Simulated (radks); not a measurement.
All-electron calculation, scalar-relativistic Kohn-Sham, LB94 model potential, spin-polarised, spherical densities, finite nucleus; Fermi nuclear charge, rms radius of each element as measured or else 0.836 A^(1/3) + 0.57 fm. Program: a radial shooting solver on a logarithmic mesh with Libxc functionals. Response by self-consistent Sternheimer equations with the Hartree and adiabatic LDA kernel, the relativistic mass of each level held fixed and spin-orbit coupling left out. Estimate the static dipole polarisabilities of Rb7+ ([Ar] 3d10 4s2) and As3+ ([Ar] 3d10 4s2) and the C6 coefficients of the three pairs.

Answer. alpha = 1.989 and 6.001 bohr^3; C6 = 3.278 (Rb7+-Rb7+), 7.498 (Rb7+-As3+), 17.96 (As3+-As3+) hartree bohr^6.
